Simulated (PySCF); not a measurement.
Correlation energy of Mn²⁰⁺ (manganese, charge +20)

[He] 2s2 2p1, 2P determinant. All numbers are calculated (PySCF 2.14, scalar relativity by spin-free X2C-1e, in an even-tempered Gaussian basis (20 s from 3.8 bohr⁻², ratio 2.2; 11 p from 4.9 bohr⁻², ratio 2.2; 6 d from 22 bohr⁻², ratio 2.4; 5 f from 32 bohr⁻², ratio 2.4; 4 g from 49 bohr⁻², ratio 2.4)). Frozen: nothing; 5 electrons correlated; the 13 highest virtual orbitals of each spin left out.

MP2 pair energies summed by pair of shells (mhartree):

```csv
pair,energy,share (%)
2s-2s,-101.31,50.1
1s-1s,-42.50,21.0
2s-2p,-35.33,17.5
1s-2s,-14.03,6.9
1s-2p,-9.07,4.5
```

Total MP2 correlation energy: -202.25 mhartree.

Same-spin part -12.29 and opposite-spin part -189.95 mhartree; SCS-MP2 scales them by 1/3 and 6/5 to -232.04 mhartree.
